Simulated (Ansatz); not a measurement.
Reaction (substitution at a C–In bond): `C[NH][In]([CH3])[F]` + `NCCN` → `CNCCN` + `C[NH][InH][F]`

Computed with Ansatz on PBE0-D4/def2-TZVP structures; ΔE is electronic, products minus reactants. CCSD(T)/CBS adds triple-zeta CCSD(T) − MP2 to the extrapolated MP2 energy (def2 sets, frozen cores). Functionals use def2-TZVPP. B3LYP here is the variant with VWN-RPA as its local correlation; programs differ in this. HSE06 is defined as in plane-wave codes. def2 core potentials past Kr. For In outer-core shells are correlated without core-valence functions, which leaves a few kJ/mol of doubt a bond. One conformer a species, not always the lowest.

```tsv
level	ΔE (kJ/mol)	difference from CCSD(T)/CBS
revPBE-D4	43.5	-11.2
BLYP-D4	47.4	-7.3
r2SCAN-D4	47.4	-7.3
PBE0-D4	46.4	-8.3
r2SCANh-D4	47.3	-7.4
BHLYP-D4	45.9	-8.8
ωB97X-V	43.9	-10.8
B2PLYP	51.7	-3.0
r2SCAN	48.0	-6.7
PBE0	47.9	-6.8
B3LYP	49.7	-5.0
HSE06	48.0	-6.7
CAM-B3LYP	44.9	-9.8
RPA@PBE/def2-TZVPP	47.2	-7.5
CCSD(T)/def2-SVP	31.4	-23.3
CCSD(T)/def2-TZVPP	51.1	-3.6
CCSD(T)/CBS	54.7	0
```

Largest T1 diagnostic among the species: 0.016.

At CCSD(T), def2-SVP lies −23.3 kJ/mol from the extrapolated value and def2-TZVPP −3.6 kJ/mol. Leaving LDA and LC-ωPBE aside and taking each functional with its dispersion term where it has one, the values, not all of them listed here, spread over 13.3 kJ/mol, from B97M-V to B2PLYP. LDA lies −13.1 kJ/mol from PBE without D4.
